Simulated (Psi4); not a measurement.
nitrogen atom (N), quartet. Base run: PBE0/6-311G** run with Psi4.

The Psi4 input:
```
memory 2 GB

molecule {
0 4
  N     0.00000000    0.00000000    0.00000000
}

set basis 6-311g**
set reference uks

energy('pbe0')
print_variables()
```

The base run was repeated with changes; each row names its change, and settings that it needs were set with it.

```json
[
 {"change": "base", "basis functions": "18", "E (Eh)": "-54.53847"},
 {"change": "basis = cc-pVDZ-DK; relativity = spin-free X2C (with scf_type pk)", "basis functions": "14", "E (Eh)": "-54.56050"},
 {"change": "basis = cc-pVDZ-DK; relativity = none (with scf_type pk)", "basis functions": "14", "E (Eh)": "-54.52924"},
 {"change": "basis = cc-pVTZ-DK; relativity = none (with scf_type pk)", "basis functions": "30", "E (Eh)": "-54.54022"},
 {"change": "basis = cc-pVTZ-DK; relativity = spin-free X2C (with scf_type pk)", "basis functions": "30", "E (Eh)": "-54.57141"}
]
```

Totals shift with the method and basis; they matter in differences.

Open shells are given as the SCF converged; they aren't shown to be the lowest states, and a large step between rows can be another state.

Basis sets contracted for a relativistic Hamiltonian are a mismatch without it, so the rows without relativity aren't non-relativistic limits. No row has spin-orbit coupling; sets with core potentials leave out the core electrons.
